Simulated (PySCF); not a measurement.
Computed spin Hamiltonian

Compound: C4H6NOSi (doublet state).
SMILES with atom numbers: `[N:1]#[C:2][Si@@H:3]1[CH:4][CH2:5][O:6][CH2:7]1` (hydrogens: H8 on Si3; H9 on C4; H10, H11 on C5; H12, H13 on C7)

Structure used (GFN2-xTB), in Å, numbered top down from 1:
```xyz
13
C4H6NOSi angstrom
N      3.1890   -1.2871   -1.0736
C      2.3694   -0.7404   -0.4892
Si     1.0381    0.1252    0.4998
C     -0.4337   -0.9365    0.8229
C     -1.6247   -0.3218    0.2017
O     -1.3919    0.9967   -0.2250
C     -0.0485    1.2171   -0.6433
H      1.6879    0.8243    1.6106
H     -0.5401   -1.8910    1.3045
H     -2.4812   -0.2832    0.8885
H     -1.9467   -0.9444   -0.6595
H      0.1222    2.2884   -0.5503
H      0.0559    0.9532   -1.7048
```

The hyperfine couplings belong to this conformer and change with its torsions.

The calculation used PySCF 2.14.0, UKS B3LYP, pcH-1 on C H N O Si, non-relativistic, mean-field spin-orbit, GIAO. The structure is a single GFN2-xTB conformer in the gas phase; no vibrational or solvent corrections. Couplings are sensitive to structure, and on GFN2-xTB geometries they can be far from those on DFT ones. No stability test was run, so a lower SCF solution isn't excluded.

```json
{"g1, g2, g3": "2.00217, 2.00258, 2.00317", "g_iso": "2.00264", "Form of g": "rhombic: the two nearest values differ by 40 % of g3 − g1", "⟨S²⟩": "0.7537 (exact 0.7500)", "α and β electrons": "30, 29", "HOMO–LUMO gap, α and β orbitals": "5.71, 4.28 eV", "Basis functions": "245"}
```

Isotropic coupling and dipolar principal values T1 to T3, in 10⁻⁴ cm⁻¹ (1 × 10⁻⁴ cm⁻¹ = 2.998 MHz):

| atom | isotope | a_iso | of which spin–orbit | T1 | T2 | T3 | Mulliken spin population |
| --- | --- | --- | --- | --- | --- | --- | --- |
| N1 | 14N | 0.1 | 0.0 | -0.2 | -0.1 | 0.3 | 0.01 |
| C2 | 13C | 9.3 | 0.0 | -0.5 | -0.5 | 1.0 | 0.01 |
| Si3 | 29Si | 15.0 | 0.0 | -1.5 | -0.1 | 1.5 | 0.00 |
| C4 | 13C | 25.9 | 0.0 | -24.7 | -24.3 | 49.0 | 0.97 |
| C5 | 13C | -11.2 | 0.0 | -1.1 | 0.3 | 0.8 | -0.08 |
| O6 | 17O | 0.6 | 0.0 | -0.7 | 0.1 | 0.5 | 0.00 |
| C7 | 13C | -0.8 | 0.0 | -0.3 | -0.1 | 0.5 | 0.00 |
| H8 | 1H | 17.7 | 0.0 | -1.1 | -0.6 | 1.7 | 0.03 |
| H9 | 1H | -18.9 | 0.0 | -11.7 | -0.3 | 12.1 | -0.04 |
| H10 | 1H | 36.8 | 0.0 | -1.7 | -1.2 | 3.0 | 0.04 |
| H11 | 1H | 50.4 | 0.0 | -2.0 | -0.9 | 2.9 | 0.06 |
| H12 | 1H | 2.0 | 0.0 | -0.5 | -0.5 | 1.0 | 0.00 |
| H13 | 1H | 1.3 | 0.0 | -0.8 | -0.6 | 1.3 | 0.00 |

The Mulliken spin populations are largest on C4 (+0.97), C5 (-0.08) and H11 (+0.06). No atom but C4 exceeds +0.15. The angles at C4 add up to 359.9°, so it is planar; its axial dipolar tensor and the negative coupling of its proton fit spin in a p orbital normal to that plane.

Axes: g2 points within 12° of the C4–C5 bond.

Under fast tumbling the dipolar parts average out, and these isotropic splittings remain: 1 × 1H (H11, I = 1/2, 2 lines) with 5.39 mT, 1 × 1H (H10, I = 1/2, 2 lines) with 3.94 mT, 1 × 1H (H9, I = 1/2, 2 lines) with 2.03 mT, 1 × 1H (H8, I = 1/2, 2 lines) with 1.89 mT, 1 × 1H (H12, I = 1/2, 2 lines) with 0.21 mT and 1 × 1H (H13, I = 1/2, 2 lines) with 0.14 mT.

The 13C coupling of C4 (77.6 MHz) shows only in satellite lines or after enrichment, since that isotope makes up about 1.07 % of natural carbon.

The 29Si coupling of Si3 (44.9 MHz) shows only in satellite lines or after enrichment, since that isotope makes up about 4.7 % of natural silicon.
